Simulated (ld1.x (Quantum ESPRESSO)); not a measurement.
## copper (Cu), TM: configuration errors across variants

| Item | Value |
| --- | --- |
| Element | copper (Cu) |
| Generator | ld1.x (Quantum ESPRESSO) 7.5 |
| Type | norm-conserving Troullier–Martins (Kleinman–Bylander form) |
| Functional | PBEsol |
| Relativity | scalar-relativistic |
| Frozen core | [Ne] |
| Valence charge | 19 |
| Reference configuration | 3s2 3p6 3d10 4s1 4p0 |
| Partial waves | 3s (bound): rc 1.15 bohr; 3d (bound): rc 0.70 bohr; 3p (bound): rc 0.65 bohr |
| Local potential | the p channel |
| Core correction | none |

Occupied shells without a wave of their own: 4s. They enter only through the test configuration that unscreens the potential.

All-electron excitation energies from the reference (eV): (1) 3s2 3p6 3d10 4s0 4p0 8.103; (2) 3s2 3p6 3d9 4s0 4p0 29.416; (3) 3s2 3p6 3d8 4s0 4p0 68.408; (4) 3s1 3p6 3d10 4s1 4p0 121.946; (5) 3s2 3p6 3d9 4s1 4p1 6.863; (6) 3s2 3p6 3d10 4s0 4p1 4.170; (7) 3s2 3p6 3d10 4s0.5 4p0 3.154.

For the base: The 4s level has no wave, so the channel is fitted at the deeper level alone: the likely source of the large errors.

The file “base” misses its own reference levels by 0.3 eV. The file “all radii scaled by about 1.08 (s 1.24, p 0.70, d 0.76 bohr)” misses its own reference levels by 0.4 eV. The file “all radii scaled by about 1.18 (s 1.36, p 0.78, d 0.82 bohr)” misses its own reference levels by 0.5 eV. The file “all radii scaled by about 1.39 (s 1.60, p 0.90, d 0.98 bohr)” misses its own reference levels by 0.7 eV.

Errors AE − PS in meV (a dash: test not solved or not reliable):

| change | (1) | (2) | (3) | (4) | (5) | (6) | (7) | bound ghosts |
| --- | --- | --- | --- | --- | --- | --- | --- | --- |
| base | -415 | -664 | -970 | +7.7 | +23 | -334 | -179 | none |
| all radii scaled by about 0.78 (s 0.90, p 0.50, d 0.54 bohr) | -349 | -552 | -799 | +13 | +41 | -276 | -150 | not determined |
| all radii scaled by about 0.86 (s 0.98, p 0.56, d 0.60 bohr) | -281 | -445 | -643 | +13 | +27 | -223 | -121 | none |
| all radii scaled by about 1.08 (s 1.24, p 0.70, d 0.76 bohr) | -531 | -850 | -1244 | -5.4 | +25 | -429 | -229 | none |
| all radii scaled by about 1.18 (s 1.36, p 0.78, d 0.82 bohr) | -726 | -1162 | -1698 | -31 | +32 | -589 | -314 | none |
| all radii scaled by about 1.39 (s 1.60, p 0.90, d 0.98 bohr) | -973 | -1554 | -2267 | -91 | +43 | -790 | -421 | none |

Task: Give the same row for: all radii scaled by about 1.26 (s 1.44, p 0.82, d 0.88 bohr).

Result: -825, -1320, -1928, -52, +36, -670, -357; bound ghosts: none.
